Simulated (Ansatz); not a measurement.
Name a neutral molecule of Ge, N and H with size of the dipole moment (B3LYP/def2-TZVPP) between 1.35 and 1.65 D and LUMO energy (PBE/def2-TZVPP) between -2.55 and -2.25 eV (Ansatz, PBE0-D4/def2-TZVP geometry).

`[NH2][GeH]` (1.49 D, -2.42 eV). Other molecules can fit too; these were computed, each in one conformer that needn't be the lowest.

B3LYP here is the variant with VWN-RPA as its local correlation; programs differ in this.
